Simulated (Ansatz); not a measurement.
Basis-set series for C$_{2}$H$_{9}$InN$_{2}$OSi, SMILES `NC([SiH3])[N]1C[O][InH]1`. The species carries charge 0 and has multiplicity 1. In: def2 effective core potential. Geometry: relaxed with PBE0-D4/def2-TZVP. It is one conformer, not always the lowest.

Z-matrix (Å, degrees):
```
In
O 1 2.036
C 1 2.720 2 81.5
C 1 2.550 2 33.6 3 -34.3
N 1 2.392 2 87.3 3 33.3
N 1 2.144 2 68.5 3 -29.9
H 1 1.688 2 136.0 3 164.7
Si 3 1.892 1 108.5 2 -156.8
H 3 1.101 1 141.4 2 13.0
H 4 1.104 1 132.1 2 85.0
H 4 1.098 1 120.1 2 -92.9
H 5 1.017 1 103.4 2 31.4
H 5 1.016 1 133.8 2 162.8
H 8 1.489 3 107.8 1 1.4
H 8 1.480 3 109.7 1 122.3
H 8 1.495 3 111.4 1 -116.4
```

```csv
functional,basis,functions,energy (Eh),HOMO (eV),LUMO (eV)
PBE0-D4,def2-SVP,159,-745.23771,-5.88,-0.40
PBE0-D4,def2-TZVPP,373,-745.65531,-6.04,-0.61
ωB97M-V,def2-SVP,159,-745.46210,-8.16,1.13
ωB97M-V,def2-TZVPP,373,-745.89151,-8.33,0.61
```

Task: Give the rows for def2-QZVPP. (Best estimate.)

Result: Computed: 
| functional | basis | functions | energy (Eh) | HOMO (eV) | LUMO (eV) |
| --- | --- | --- | --- | --- | --- |
| PBE0-D4 | def2-QZVPP | 707 | -745.68217 | -6.08 | -0.67 |
| ωB97M-V | def2-QZVPP | 707 | -745.91661 | -8.37 | 0.41 |

Positive LUMOs are unbound and depend on the basis.
